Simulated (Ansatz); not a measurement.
FH7O2Si3, SMILES F[SiH](O[SiH3])O[SiH3].

Geometry: PBE0-D3(BJ)/def2-SVP. Other conformers were not sampled.

Two levels are set side by side: PBE/def2-SVPD (Ansatz, an electronic-structure program) and PBE0/def2-SVPD (Ansatz). Energy differences of separate SCF runs at the same geometry; the states with an electron removed or added have multiplicity 2 and 2. Differences are taken from unrounded values.

| quantity | PBE0 |
|---|---|
| vertical ionisation energy (eV) | 10.82 |
| vertical singlet–triplet gap (eV) | 7.17 |

### Question
What does PBE give, and how far is it from PBE0? (Estimate from the structure and the level; the computed values follow.)

### Answer

```tsv
quantity	PBE	PBE minus PBE0
vertical ionisation energy (eV)	10.14	-0.68
vertical singlet–triplet gap (eV)	6.39	-0.78
```
